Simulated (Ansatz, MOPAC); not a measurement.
Molecule: C₂H₇Si, charge 0, multiplicity 2. SMILES: C[CH][SiH3]

Atoms: C1, C2, Si3, H4, H5, H6, H7, H8, H9, H10. Bonds: C1-C2, C1-H4, C1-H5, C1-H6, C2-Si3, C2-H7, Si3-H8, Si3-H9, Si3-H10.

Bond lengths (Å) and angles (degrees) optimised at PM6 with MOPAC; MNDO with MOPAC; HF/STO-3G with Ansatz (a quantum-chemistry and plane-wave program); HF/6-31G* with Ansatz; PBE/6-31G* with Ansatz; B3LYP/6-31G* with Ansatz, each started from the B3LYP-D3(BJ)/def2-TZVP structure (Ansatz) of the last column. A row stands for all coordinates that are equal there; 12 of 20 kinds are shown. 6-31G* holds six Cartesian d functions. At B3LYP/6-31G* the structure is a saddle point. No wavenumbers were computed at PM6, MNDO, HF/STO-3G, PBE/6-31G*, so these may be saddle points.

```tsv
coordinate	PM6	MNDO	HF/STO-3G	HF/6-31G*	PBE/6-31G*	B3LYP/6-31G*	B3LYP-D3(BJ)/def2-TZVP
C1-C2	1.472	1.479	1.521	1.507	1.497	1.499	1.491
C1-H4	1.104	1.112	1.089	1.088	1.110	1.101	1.097
C1-H6	1.100	1.110	1.086	1.085	1.103	1.096	1.091
C2-Si3	1.844	1.763	1.845	1.860	1.857	1.853	1.842
C2-H7	1.091	1.091	1.083	1.079	1.098	1.090	1.086
Si3-H8	1.482	1.379	1.424	1.480	1.508	1.494	1.488
Si3-H9	1.482	1.379	1.422	1.477	1.501	1.488	1.482
C1-C2-Si3	124.3	127.4	124.5	125.0	124.9	125.2	124.4
C2-C1-H4	110.8	110.8	111.0	111.1	111.4	111.3	111.3
C2-C1-H6	114.4	112.6	112.0	112.5	113.2	113.0	112.8
C1-C2-H7	115.3	114.1	114.8	115.4	115.9	115.5	115.9
Si3-C2-H7	120.4	118.5	120.7	119.6	119.2	119.3	119.7
```

Mean signed difference of all 9 bond lengths from B3LYP-D3(BJ)/def2-TZVP: PM6 0.000 Å, MNDO -0.040 Å, HF/STO-3G -0.020 Å, HF/6-31G* -0.002 Å, PBE/6-31G* 0.014 Å, B3LYP/6-31G* 0.006 Å.
